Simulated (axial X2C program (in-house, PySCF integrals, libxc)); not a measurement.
## Density and ELF of AlBr⁻

Calculated with an in-house relativistic program for diatomic molecules. Two-component (2c) means X2C with spin–orbit coupling and atomic mean-field two-electron Coulomb and Gaunt terms. Basis: Br dyall-acv3z [9s10p7d5f1g], Al dyall-av3z [9s9p3d2f] (cores contracted in-house); Gaussian nuclei, density fitting, unrestricted open shells. Masses: Br 78.918 u, Al 26.982 u.

PBE0, 2c, state Ω = 1/2 (⟨Sz⟩ = -0.50, ⟨Lz⟩ = 1.00 at PBE0); Br at z = 0, Al at z = 2.482 Å.

The maps cover the half plane through the axis: z from -2.4 to 4.8 Å along the bond, ρ from 0.15 to 2.25 Å away from it (steps of 0.3 Å, the bottom row nearest the axis).

log10 of the density in e/bohr³:

digits 0 to 9 span -4.32 to 1.44 evenly
```
0001112222222222222222211
0011222333322233333322211
0112233333333333333333221
1122344444443334444433222
1223445555544444444443322
1233455666554444554443322
1234456777655456765444332
1234556898655557986544332
```

Electron localisation function (collinear form, no current term, damped to 0 at low density):

digits 0 to 9 span 0.00 to 1.00 evenly
```
0000011111000024677765310
0000123433100125788876420
0001345665421136899987531
0013567777642136899998742
0124678888763234578998752
0135788656775320002899863
0135784131477402750399863
0136772727177308583189874
```

Axial spin density in 10⁻³ e/bohr³:

digits 0 to 9 span -1.66 to 1.66 evenly, values beyond are clipped
```
5555555555444321111223344
5554444555443210000012344
5544444455543100000012344
5544444445543000000002344
5544443334543000000013444
5554442114553100000034555
5555443234554312544787655
5555555405555555017999765
```

Occupations by symmetry block were frozen at the best pattern of an incomplete PBE0 search. Density functionals use the spin component along the axis (collinear). The highest occupied level is positive at some bond lengths even in Hartree–Fock (under at least one Hamiltonian), so the basis set holds the extra electron there; where that holds at Re the anion is at best weakly bound and its constants depend on the basis. The functionals have no current-density term, which raises determinants with orbital currents, atoms included.
